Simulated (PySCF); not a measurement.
TiF3, SMILES [F][Ti]([F])[F] (connectivity only; charge and spin as stated), neutral, multiplicity 2.

Geometry optimised at PBE0-D3(BJ)/def2-SVP. The spin state was assumed, not searched. The isomer is the one that the SMILES or the coordinates give; other isomers of the formula were not compared.

These are PBE0-D3(BJ)/def2-SVP (PySCF) values and carry that method's errors.

Frequencies are harmonic and unscaled.

Modes within 1.5 cm⁻¹ of each other (mostly degenerate sets) share a row, with their intensities summed.

```tsv
mode	ν (cm⁻¹)	IR (km/mol)	moving atoms (share of kinetic energy)
1	89	45.4	Ti 54 %, F 46 %
2–3	183	27.7	F 85 %, Ti 15 %
4	691	0.0	F 100 %
5–6	810	488.5	F 60 %, Ti 40 %
```
